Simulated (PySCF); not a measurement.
Compound: C6H11F3.
Structure used (PBE0-D3(BJ)/def2-SVP), in Å, numbered top down from 1:
```xyz
20
C6H11F3 angstrom
C      2.9221   -0.1629   -0.0598
C      1.4873    0.0674    0.3870
C      0.4721   -0.5214   -0.5825
C     -0.9810   -0.3898   -0.1250
C     -1.4713    1.0510   -0.0524
C     -1.8898   -1.2066   -1.0198
F     -1.8919   -0.7507   -2.2791
F     -3.1569   -1.1825   -0.5895
F     -1.5176   -2.4916   -1.0663
H      3.6424    0.2621    0.6551
H      3.1129    0.3014   -1.0406
H      3.1418   -1.2386   -0.1569
H      1.3324   -0.3777    1.3861
H      1.3113    1.1495    0.5076
H      0.7002   -1.5895   -0.7303
H      0.5800   -0.0448   -1.5727
H     -1.0812   -0.8559    0.8711
H     -2.5324    1.0959    0.2297
H     -1.3537    1.5512   -1.0260
H     -0.9009    1.6189    0.6947
```

Computed with PySCF at PBE0/pcSseg-1, non-relativistic, on one gas-phase PBE0-D3(BJ)/def2-SVP geometry that isn't relaxed in the solvent. The solvent is an IEF-PCM continuum (van der Waals radii × 1.2). Only the electrostatic response of the medium enters.

| run | E − E(gas) (kcal/mol) | HOMO (eV) | HOMO–LUMO gap (eV) | dipole (D) |
| --- | --- | --- | --- | --- |
| gas | 0.00 | -9.35 | 10.68 | 2.42 |
| P | -2.32 | -9.04 | 10.71 | 2.84 |
| Q | -2.02 | -9.08 | 10.70 | 2.78 |

Question: The runs were made in acetone and tetrahydrofuran. Which run belongs to which solvent?

Answer: P = acetone, Q = tetrahydrofuran. The dielectric constants are 7.426 (tetrahydrofuran), 20.49 (acetone), and the energy falls further as ε rises. In this model the ground state sees the solvent through ε alone.

Question: How constant is the ratio of the lowering to (ε − 1)/(2ε + 1)?

Answer: 
| solvent | (ε − 1)/(2ε + 1) | E − E(gas) (kcal/mol) | ratio (kcal/mol) | polarisation term (kcal/mol) |
| --- | --- | --- | --- | --- |
| tetrahydrofuran | 0.405 | -2.02 | -5.0 | -2.20 |
| acetone | 0.464 | -2.32 | -5.0 | -2.56 |

The ratio changes by +0.1 % in size from tetrahydrofuran to acetone. The polarisation term is half the interaction of the solute with the induced surface charges.
